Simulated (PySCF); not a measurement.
N-methylmethanimine cation (C2H5N), SMILES CN=C (connectivity only; charge and spin as stated), charge +1, multiplicity 2. Geometry: PBE0-D3(BJ)/def2-TZVP. The multiplicity is an assumed one; other spin states were not compared.

Level of theory: PySCF with PBE0-D3(BJ)/def2-TZVP.

Harmonic wavenumbers (cm⁻¹): 145, 235, 359, 912, 970, 1038, 1103, 1116, 1377, 1388, 1393, 1442, 1859, 2967, 2996, 3095, 3109, 3147. Rotational constants (GHz): 88.56, 8.956, 8.586; symmetry number 1.

**Question.** Work out the zero-point energy and the ideal-gas rigid-rotor harmonic-oscillator thermochemistry at 298.15 K and 1 atm.

**Answer.** ZPE = ½ Σ hcν = ½ × 28650 cm⁻¹ = 40.96 kcal/mol. H − E(el) = 44.40 kcal/mol. Entropy in cal/(mol K): translation 37.21, rotation 21.38, vibration 6.22, spin 1.38, total 66.19. G − E(el) = 24.67 kcal/mol. Cp = 15.42 cal/(mol K). Modes under 150 cm⁻¹ make the vibrational entropy uncertain.
